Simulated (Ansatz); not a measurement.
BrClF2Ge, SMILES `[F][Ge]([F])([Cl])[Br]`, relaxed with RKS PBE-D4/def2-SVP in the Gaussian-basis code of Ansatz from a rough embedded geometry. The force threshold is 0.03 eV/Å; the program also tests the step.

Total charge 0; spin multiplicity 1.

Start:

```xyz
5

F    -0.757   -0.572    1.616
Ge   -0.090    0.064    0.042
F    -0.600    1.731   -0.213
Cl   -0.791   -1.164   -1.533
Br    2.238   -0.058    0.089
```

```tsv
step	energy (eV)	largest force (eV/Å)	largest move (Å)
1	-144472.1408	1.585	0.000
2	-144472.2835	0.752	0.080
3	-144472.3062	0.112	0.035
4	-144472.3066	0.089	0.020
5	-144472.3077	0.005	0.009
```

End:

```xyz
5

F    -0.724   -0.505    1.541
Ge   -0.051    0.030    0.034
F    -0.594    1.665   -0.169
Cl   -0.852   -1.165   -1.542
Br    2.221   -0.025    0.137
```

Hardware: 4 threads of a server CPU on a shared host. Wall time 4.5 s, peak host memory 0.19 GiB.
